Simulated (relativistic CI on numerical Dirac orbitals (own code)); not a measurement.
## d7 in a ligand field

Computed with a parametric ligand-field model of a d^n configuration (Racah B and C, spin-orbit zeta, crystal field), exact diagonalisation.

Field parameters in Wybourne normalisation: Oh B⁴₀ = 21Dq, B⁴₄ = √(5/14) B⁴₀; Td as Oh with Dq negative (B⁴₀ = 21Dq, B⁴₄ = √(5/14) B⁴₀). The field is a parameter set, without covalency.

(1) Ground term and bands for B = 710, C = 3100, ζ = 0 cm⁻¹, Oh, 10Dq = 16450 cm⁻¹?

(2) A d7 ion in Oh symmetry has the ground term 4T1 and bands at 2E 3620 cm⁻¹ (2762 nm), 4T2 15641 cm⁻¹ (639 nm), 2T1 18317 cm⁻¹ (546 nm), 2T2 19113 cm⁻¹ (523 nm), 4T1 28383 cm⁻¹ (352 nm), 4A2 32941 cm⁻¹ (304 nm). Which parameters reproduce them?

(3) Ground term and bands for B = 990, C = 4080, ζ = 0 cm⁻¹, Oh, 10Dq = 9200 cm⁻¹?

(4) Ground term and bands for B = 780, C = 3650, ζ = 0 cm⁻¹, Oh, 10Dq = 29800 cm⁻¹?

(5) Ground term and bands for B = 760, C = 3420, ζ = 0 cm⁻¹, Td, 10Dq = -7300 cm⁻¹?

Answers

(1) Ground term 2E with 1.05 electrons in the two orbitals of the cubic e set. Spin-allowed: 2T1 14470 cm⁻¹ (691 nm), 2T2 15083 cm⁻¹ (663 nm), 2T1 19005 cm⁻¹ (526 nm), 2T2 27750 cm⁻¹ (360 nm). Lowest spin-forbidden: 4T1 1702 cm⁻¹, 4T2 16790 cm⁻¹ (596 nm), 4T1 26079 cm⁻¹ (383 nm).

(2) B = 960, C = 4500, ζ = 0 cm⁻¹, Oh, 10Dq = 17300 cm⁻¹.

(3) Ground term 4T1 with 2.08 electrons in the two orbitals of the cubic e set. Spin-allowed: 4T2 8004 cm⁻¹ (1249 nm), 4A2 17204 cm⁻¹ (581 nm), 4T1 21659 cm⁻¹ (462 nm). Lowest spin-forbidden: 2E 10188 cm⁻¹ (982 nm), 2T1 17487 cm⁻¹ (572 nm), 2T2 17834 cm⁻¹ (561 nm).

(4) Ground term 2E with 1.03 electrons in the two orbitals of the cubic e set. Spin-allowed: 2T1 27131 cm⁻¹ (369 nm), 2T2 28001 cm⁻¹ (357 nm), 2T1 32540 cm⁻¹ (307 nm), 2T2 45407 cm⁻¹ (220 nm). Lowest spin-forbidden: 4T1 12568 cm⁻¹ (796 nm), 4T2 40614 cm⁻¹ (246 nm), 4T1 50559 cm⁻¹ (198 nm).

(5) Ground term 4A2 with 4.00 electrons in the two orbitals of the cubic e set. Spin-allowed: 4T2 7300 cm⁻¹ (1370 nm), 4T1 12084 cm⁻¹ (828 nm), 4T1 21216 cm⁻¹ (471 nm). Lowest spin-forbidden: 2E 15324 cm⁻¹ (653 nm), 2T1 16002 cm⁻¹ (625 nm), 2T2 20548 cm⁻¹ (487 nm). With an A2 ground term the first spin-allowed band lies at |10Dq| itself.
